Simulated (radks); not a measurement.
Results of a calculation; reference values are marked as such.
Valence configurations of Sb IV (all share [Kr]). Code: a radial shooting solver on a logarithmic mesh with Libxc functionals. Model: scalar-relativistic Kohn-Sham, r2SCAN, spin-polarised, spherical densities, finite nucleus; open shells are filled with parallel spins first (spin-orbit coupling, left out, can overturn this in heavy ions); meta-GGA in the generalised Kohn-Sham scheme; Fermi nuclear charge, rms radius 4.6802 fm. Energies are relative to 4d10 5s2; eigenvalues in eV for spin up.

valence           E (eV)  moment (Bohr magnetons)    e(4d)    e(5p)    e(5s)
4d10 5s2           0.000                        0  -63.693        -  -39.038
4d10 5s1.5 5p0.5   4.797                        1  -64.442  -29.691  -40.231
4d10 5s1 5p1       8.626                        2  -65.112  -30.642  -41.246
4d9 5s2 5p1       36.545                        2  -71.200  -31.784  -42.867
4d10 5p2          19.117                        2  -66.363  -31.280        -
4d8 5s2 5p2       76.076                        4  -78.599  -34.516  -46.253
4d9.5 5s2 5p0.5   17.921                        1  -67.464  -30.249  -41.018
4d9.5 5s1 5p1.5   25.990                        3  -68.775  -32.038  -42.975
4d9.5 5p2.5       36.849                        3  -69.991  -32.656        -
4d7.5 5s2 5p2.5   97.008                        5  -82.272  -35.771  -47.831

NIST lists [Kr] 4d10 5s2 as the ground configuration; this level of theory agrees among the configurations tried. The energies are those of spherical high-spin densities, not of single terms.
